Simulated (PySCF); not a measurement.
C4H6Si. Atoms are numbered in the order given.

```xyz
11

C      0.0000     0.7425    -1.2958
C      0.0000     1.3580    -0.0885
Si     0.0000     0.0000     1.2083
C      0.0000    -1.3580    -0.0885
C      0.0000    -0.7425    -1.2958
H      0.0000     1.2814    -2.2501
H      0.0000     2.4452     0.0137
H     -1.2061     0.0000     2.0839
H      1.2061     0.0000     2.0839
H      0.0000    -2.4452     0.0137
H      0.0000    -1.2814    -2.2501
```

The structure is a stationary point at TPSSh-D3(BJ)/def2-SVP.

Calculation: PBE0/pcSseg-1 (PySCF).

GIAO shieldings, no solvent; atoms alike by connectivity are averaged. δ = σ(ref) − σ: ¹³C against TMS (σ = 186.3 ppm); ²⁹Si against TMS (σ = 352.7 ppm); ¹H against TMS (σ = 31.56 ppm), references at their B3LYP-D3(BJ)/def2-TZVP geometries, non-relativistic.

| atoms | nucleus | count | δ (ppm) |
|---|---|---|---|
| C1, C5 | ¹³C | 2 | [?] |
| C2, C4 | ¹³C | 2 | 136.9 |
| Si3 | ²⁹Si | 1 | [?] |
| H6, H11 | ¹H | 2 | 7.58 |
| H7, H10 | ¹H | 2 | [?] |
| H8, H9 | ¹H | 2 | 4.86 |

### Question
Complete the blanks. (An estimate is asked for; the answer gives what the named calculation found.)

### Answer

- Si3, δ (ppm): -41.0
- H7, H10, δ (ppm): 6.71
- C1, C5, δ (ppm): 161.3
